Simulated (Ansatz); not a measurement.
`c1cc2ncc3ccc4nccc(c2c1)c34` was relaxed with PBE0-D4 (def2-SVP) in Ansatz in these states: charge -1 doublet, neutral singlet. The geometries follow in no particular order.

A:

```
atom   x (Å)   y (Å)   z (Å)
  C1  -0.719  -3.515  -0.785
  C2   0.619  -3.255  -0.838
  C3   0.821  -1.861  -0.519
  N4   2.016  -1.353  -0.501
  C5   2.375  -0.079  -0.225
  C6   1.587   0.996   0.102
  C7   2.088   2.348   0.384
  C8   1.050   3.167   0.672
  C9  -0.191   2.384   0.591
 N10  -1.415   2.810   0.801
 C11  -2.383   1.878   0.660
 C12  -2.161   0.557   0.323
 C13  -0.841   0.082   0.093
 C14  -0.555  -1.280  -0.260
 C15  -1.438  -2.310  -0.432
 C16   0.157   1.048   0.239
 H17  -1.193  -4.479  -0.976
 H18   1.436  -3.934  -1.073
 H19   3.457   0.096  -0.277
 H20   3.145   2.616   0.357
 H21   1.086   4.227   0.924
 H22  -3.407   2.225   0.833
 H23  -3.013  -0.119   0.234
 H24  -2.521  -2.251  -0.324
```

B:

```xyz
24

C    -2.9685   -1.9451    0.9392
C    -2.1987   -1.5887    2.0419
C    -1.0756   -0.8427    1.5949
N    -0.1725   -0.3797    2.4795
C     0.9068    0.3209    2.2008
C     1.4188    0.7735    0.9732
C     2.6268    1.5417    0.8012
C     2.8270    1.8125   -0.5328
C     1.7386    1.2191   -1.2777
N     1.5399    1.2408   -2.5976
C     0.4391    0.6033   -3.0103
C    -0.4717   -0.0523   -2.1853
C    -0.2817   -0.0888   -0.7814
C    -1.1886   -0.7507    0.1210
C    -2.3515   -1.4336   -0.2327
C     0.8710    0.5777   -0.3386
H    -3.8955   -2.5224    0.9598
H    -2.3807   -1.8172    3.0920
H     1.5086    0.5976    3.0832
H     3.2712    1.8508    1.6273
H     3.6487    2.3713   -0.9815
H     0.2580    0.6101   -4.0942
H    -1.3387   -0.5407   -2.6340
H    -2.7306   -1.5576   -1.2479
```

Question: Judge from the bond lengths which geometry belongs to which state (an estimate).

Answer: A is the neutral singlet (C3–N4 1.298 Å, N4–C5 1.353 Å, C3–C14 1.516 Å); B is the charge -1 doublet (C3–N4 1.346 Å, N4–C5 1.317 Å, C3–C14 1.481 Å).
